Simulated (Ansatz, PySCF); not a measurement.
CrO2F, SMILES [O]=[Cr+](=[O])[F], charge +1, multiplicity 1. Atoms are numbered in the order given.

```xyz
4

Cr     0.0968    -0.2442     0.0002
O      0.7472     0.3719     1.2101
O      0.7475     0.3709    -1.2102
F     -1.5327     0.0160    -0.0001
```
Charge +1, spin multiplicity 1.

Geometry optimised at PBE0-D3(BJ)/def2-SVP. The multiplicity is an assumed one; other spin states were not compared. The isomer is the one that the SMILES or the coordinates give; other isomers of the formula were not compared.

Two levels are set side by side: PBE-D3(BJ)/def2-SVP (Ansatz, an electronic-structure program) and PBE0-D3(BJ)/def2-SVP (PySCF). Each level has its own optimised geometry; the coordinates shown are those of the second. Frequencies come from the Hessian of PySCF at each geometry. Differences are taken from unrounded values.

```tsv
quantity	PBE0-D3(BJ)
mean bond length (Å)	1.554
bond Cr1–O2 (Å)	1.506
bond Cr1–O3 (Å)	1.506
bond Cr1–F4 (Å)	1.650
highest harmonic wavenumber (cm⁻¹)	1210
mean harmonic wavenumber (cm⁻¹)	720
zero-point energy (kcal/mol)	6.18
```

Question: What does PBE-D3(BJ) give, and how far is it from PBE0-D3(BJ)? (Estimate from the structure and the level; the computed values follow.)

Answer: 
| quantity | PBE-D3(BJ) | PBE-D3(BJ) minus PBE0-D3(BJ) |
|---|---|---|
| mean bond length (Å) | 1.583 | 0.029 |
| bond Cr1–O2 (Å) | 1.538 | 0.033 |
| bond Cr1–O3 (Å) | 1.538 | 0.033 |
| bond Cr1–F4 (Å) | 1.671 | 0.021 |
| highest harmonic wavenumber (cm⁻¹) | 1115 | -95 |
| mean harmonic wavenumber (cm⁻¹) | 676 | -44 |
| zero-point energy (kcal/mol) | 5.80 | -0.37 |

GGA bonds tend to be longer and softer than those of functionals with exact exchange. Differences between two approximate levels are no errors against the true value.
